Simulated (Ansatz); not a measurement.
Job for Ansatz (a first-principles code): U-r2SCAN/def2-TZVPP on BClH (SMILES [BH]Cl), 2S+1 = 2, atoms moved off the minimum.

Ansatz 0.2 input:
```yaml
crystal:
  periodic: [false, false, false]
  atoms:
    - {symbol: B, position_ang: [-1.17919571, 0.50593474, -0.04369282]}
    - {symbol: Cl, position_ang: [0.48631071, -0.17383339, 0.01320382]}
    - {symbol: H, position_ang: [-2.07055774, -0.22661908, -0.00888295]}
basis:
  gaussian:
    orbitals: def2-TZVPP
hamiltonian:
  xc: {name: r2SCAN}
magnetization: {spin_polarized: true, initial_magnetization: 1}
output: {forces: true}
```

Question: Predict the final total energy.

Answer: -485.5655 hartree.
